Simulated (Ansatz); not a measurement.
Program: Ansatz 0.2.0.

A structure relaxed at PBE0-D4/def2-TZVP, charge 0, multiplicity 1:

```xyz
12

B     1.9098   -0.2122    0.1421
C     0.3919   -0.2373    0.4544
C    -0.5601    0.4225   -0.5395
N    -1.9821    0.2620   -0.2888
H     2.7051   -0.5152    0.9855
H     2.3168    0.0539   -0.9547
H     0.1863    0.0914    1.4818
H     0.1871   -1.3265    0.4917
H    -0.3486    0.0440   -1.5446
H    -0.3515    1.4964   -0.5799
H    -2.2264    0.6416    0.6183
H    -2.2284   -0.7207   -0.2663
```

Q: Give its formula and SMILES.

A: C2H8BN, `BCCN`.

Q: Summarise the bond lengths by kind.

A: 1 × B–C 1.550 Å; 2 × B–H 1.198 to 1.200 Å; 1 × C–C 1.526 Å; 4 × C–H 1.095 to 1.109 Å; 1 × C–N 1.453 Å; 2 × H–N 1.013 Å.
